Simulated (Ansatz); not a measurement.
The same atomization along the group O, S, Se.

Isolated molecules relaxed with PBE0-D4/def2-TZVP in Ansatz; ΔE leaves out vibrations. CCSD(T)/CBS adds triple-zeta CCSD(T) − MP2 to the extrapolated MP2 energy (def2 sets, frozen cores). This one scheme is used for every species, atoms too. Functionals use def2-TZVPP. Open shells (•) are unrestricted, without spin–orbit coupling. Spin–orbit coupling would lower the free atoms: a little for C, O, S, Si; clearly for Se. For Se outer-core shells are correlated without core-valence functions, so the limit isn't a true one: a few kJ/mol of doubt a bond, and 10 to 20 or more in all where bonds break to atoms. Scalar relativity is left out up to krypton. One conformer a species, not always the lowest.

```csv
reaction,ωB97M-V (kJ/mol),CCSD/CBS(def2) (kJ/mol),ωB97X-V (kJ/mol),B2PLYP (kJ/mol),CCSD(T)/CBS(def2) (kJ/mol)
`C[Si](C)(O)O` → 2 C• + 8 H• + 2 O• + Si•,5113,5052,5102,5043,5114
`C[Si](C)(S)S` → 2 C• + 8 H• + 2 S• + Si•,4644,4560,4641,4547,4621
`C[Si](C)([SeH])[SeH]` → 2 C• + 8 H• + 2 Se• + Si•,4464,4425,4483,4399,4486
```

Largest T1 diagnostic: 0.012, for Si•.

For atomizations the MP2-based limit and the directly extrapolated one differ by several kJ/mol either way, and by 10 to 25 for some Ge, Se and Sn compounds, so smaller differences from it don't rank the levels.
